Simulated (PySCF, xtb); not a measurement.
Te(SiH3)2 (H₆Si₂Te), SMILES [SiH3][Te][SiH3].

GFN2-xTB (xtb) at its own geometry gives an orbital gap of 3.94 eV and a dipole moment of 1.29 D.

Geometry optimised at B3LYP-D3(BJ)/def2-SVP. The def2 effective core potentials stand for the cores of Te; spin–orbit coupling is left out.

What does ωB97X/def2-TZVPD in PySCF give? (Estimate from the structure and the level; the computed values follow.)

gap 9.49 eV (levels -8.61 and 0.88 eV), dipole 0.70 D.
